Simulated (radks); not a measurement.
All-electron atom: Ce10+ in [Kr] 4d10 5s1 5p1 (not the ground configuration). Calculated with a radial shooting solver on a logarithmic mesh with Libxc functionals: scalar-relativistic Kohn-Sham, r2SCAN, spin-polarised, spherical densities, finite nucleus; open shells are filled with parallel spins first (spin-orbit coupling, left out, can overturn this in heavy ions); meta-GGA in the generalised Kohn-Sham scheme; Fermi nuclear charge, rms radius 4.8771 fm.

Unscreened Slater integrals over Kohn-Sham orbitals (hartree). They are taken over the spin-up orbitals.

\begin{tabular}{lr}
integral & value \\ \hline
F0(5p,5p) & 0.62305 \\
F2(5p,5p) & 0.34064 \\
F0(5p,5s) & 0.64501 \\
G1(5p,5s) & 0.44251 \\
F0(5p,4d) & 0.75789 \\
F2(5p,4d) & 0.25109 \\
G1(5p,4d) & 0.075028 \\
G3(5p,4d) & 0.075013 \\
F0(5p,4p) & 0.76798 \\
F2(5p,4p) & 0.23525 \\
G0(5p,4p) & 0.049713 \\
G2(5p,4p) & 0.065536 \\
F0(5s,5s) & 0.67076 \\
F0(5s,4d) & 0.80444 \\
G2(5s,4d) & 0.097281 \\
F0(5s,4p) & 0.81587 \\
G1(5s,4p) & 0.071161 \\
F0(4d,4d) & 1.2410 \\
F2(4d,4d) & 0.63564 \\
F4(4d,4d) & 0.42680 \\
F0(4d,4p) & 1.2895 \\
F2(4d,4p) & 0.66519 \\
G1(4d,4p) & 0.84520 \\
G3(4d,4p) & 0.53034 \\
F0(4p,4p) & 1.3455 \\
F2(4p,4p) & 0.70874 \\
\end{tabular}

Derived for the open shells (J is the average intra-shell exchange parameter used in DFT+U). 5p: J = F2/5 = 0.06813 hartree.
